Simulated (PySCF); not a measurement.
# Stretching one bond of AlBH3

These are calculations, not measurements. The program is PySCF 2.14.0, an open-source quantum chemistry code, run on an isolated molecule that a program drew, which may never have been made. The molecule is AlBH3 (charge 0, doublet), drawn as the SMILES string `[BH2][AlH]`.

The structure below is the HF double-zeta minimum with every atom moved a little at random, so it isn't optimised. Bond B1-H3 is then set to each length in the table by shifting atom 3 along it, with nothing else relaxed.
```xyz
5
AlBH3, angstrom
B    -0.8974   -1.2185    2.6396
Al   -0.4912   -0.3117    0.7937
H    -0.4680   -0.8038    3.7327
H    -1.6131   -2.1636    2.8491
H     0.6975   -0.6607   -0.2684
```

E is the energy above the same method's energy at the HF double-zeta minimum. IE is the energy to remove one electron at fixed geometry, to the singlet state of charge +1, as a difference of total energies. The basis family is cc-pV(n+d)Z, with UHF for radicals and no spin-orbit coupling. Best is HF at quadruple zeta, plus MP2 correlation extrapolated from triple and quadruple zeta, plus CCSD(T) minus MP2 at triple zeta, with a frozen core. The other columns are at triple zeta.

```
bond (Å),E r2SCAN (kcal/mol),E wB97X (kcal/mol),E CCSD(T) (kcal/mol),E best (kcal/mol),IE r2SCAN (eV),IE wB97X (eV),IE CCSD(T) (eV),IE best (eV),T1
1.1955,0.85,0.98,1.09,1.04,7.742,7.421,7.441,7.467,0.033
1.2455,1.31,1.48,1.55,1.55,7.752,7.433,7.453,7.479,0.033
1.4395,10.88,11.43,11.15,11.28,7.799,7.488,7.504,7.530,0.033
1.5425,18.59,19.50,18.85,19.03,7.826,7.520,7.532,7.559,0.034
1.6695,?,?,?,?,?,?,?,?,?
1.7125,32.53,34.24,32.65,32.86,7.872,7.577,7.577,7.604,0.035
```

T1 is the CCSD diagnostic of the starting molecule.

**Estimate the best E and IE at 1.6695 Å from the other rows.**

A least-squares cubic in the inverse of the bond length through the other values of E best gives 29.31 kcal/mol there. A least-squares quadratic in the bond length through IE best gives 7.593 eV. The calculation gives 29.34 kcal/mol and 7.593 eV, so the fits miss by 0.03 kcal/mol and 0.000 eV. The same recipe one zeta lower moves these two values by 0.17 kcal/mol and 0.03 eV, a gauge of their own error. The rest of the row: E is 28.96 (r2SCAN), 30.44 (wB97X), 29.13 (CCSD(T)); IE is 7.861 (r2SCAN), 7.562 (wB97X), 7.566 (CCSD(T)); T1 is 0.035.
